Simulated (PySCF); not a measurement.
## Dipole response of W²⁺ (tungsten, charge +2)

[Xe] 4f14 5d4, high-spin 5D determinant. All numbers are calculated (PySCF 2.14, scalar relativity by spin-free X2C-1e, in x2c-TZVPPall with one added diffuse shell each of s, p, d, f type (12s8p8d4f1g, 113 functions)). Coupled (time-dependent) response in atomic units; α is the mean over directions.

```csv
method,mean α (bohr³),"α xx, yy, zz",C₆ (like pair),S(−4)
UHF,12.32,"11.40, 11.40, 14.17",73.76,61.90
```

S(−4) is the Cauchy moment in α(ω) = α(0) + S(−4) ω² + …

Spin-orbit coupling is absent.

α(iu) at UHF:

```json
{"u (hartree)": "0", "α(iu) (bohr³)": "12.32"}
{"u (hartree)": "0.0500", "α(iu) (bohr³)": "12.17"}
{"u (hartree)": "0.100", "α(iu) (bohr³)": "11.75"}
{"u (hartree)": "0.200", "α(iu) (bohr³)": "10.48"}
{"u (hartree)": "0.300", "α(iu) (bohr³)": "9.146"}
{"u (hartree)": "0.500", "α(iu) (bohr³)": "7.044"}
{"u (hartree)": "0.750", "α(iu) (bohr³)": "5.321"}
{"u (hartree)": "1.00", "α(iu) (bohr³)": "4.175"}
{"u (hartree)": "1.50", "α(iu) (bohr³)": "2.768"}
{"u (hartree)": "2.00", "α(iu) (bohr³)": "1.961"}
{"u (hartree)": "3.00", "α(iu) (bohr³)": "1.119"}
{"u (hartree)": "5.00", "α(iu) (bohr³)": "0.4942"}
```

A single London oscillator, α(iu) = α/(1 + u²/ω²), gives C₆ = (3/4) ω α². Matching the computed C₆ needs ω = 4 × 73.76 / (3 × 12.32²) = 0.648 hartree.

For an ion, C₆ is the dispersion term alone; charge-induced terms of lower order in 1/R come first.

The components differ because the open shell of this determinant is not spherical; for a pure term their mean is the scalar polarisability.

Spin-orbit coupling, absent here, splits the open shell strongly.
